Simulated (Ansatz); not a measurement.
Species: CCuO, charge 1, multiplicity 1. SMILES: [C+]([Cu])=O
Geometry: optimised at B3LYP-D3(BJ)/def2-TZVP (Ansatz, a program for electronic structure).

Property: vertical ionisation energy (to the doublet state of charge +2; each state is the SCF solution reached for its spin), in eV. Cores are frozen in the correlated levels unless marked. Open shells are spin-unrestricted. Spin-orbit coupling is left out. The frozen core is the preceding noble-gas configuration, with the filled d and f shells of earlier blocks. Non-relativistic. 

```json
[
 {"level": "SVWN5/def2-TZVPD", "program": "Ansatz", "vertical ionisation energy (eV)": "18.88"},
 {"level": "PBE/def2-TZVPD", "program": "Ansatz", "vertical ionisation energy (eV)": "18.43"},
 {"level": "PBE0/def2-TZVPD", "program": "Ansatz", "vertical ionisation energy (eV)": "18.17"},
 {"level": "BHLYP/def2-TZVPD", "program": "Ansatz", "vertical ionisation energy (eV)": "17.74"},
 {"level": "CAM-B3LYP/def2-TZVPD", "program": "Ansatz", "vertical ionisation energy (eV)": "18.44"},
 {"level": "wB97M-V/def2-TZVPD", "program": "Ansatz", "vertical ionisation energy (eV)": "18.20"},
 {"level": "wB97X-V/def2-TZVPD", "program": "Ansatz", "vertical ionisation energy (eV)": "18.23"},
 {"level": "CCSD/def2-TZVPPD", "program": "Ansatz", "vertical ionisation energy (eV)": "17.77"},
 {"level": "CCSD(T)/def2-SVPD", "program": "Ansatz", "vertical ionisation energy (eV)": "17.82"}
]
```
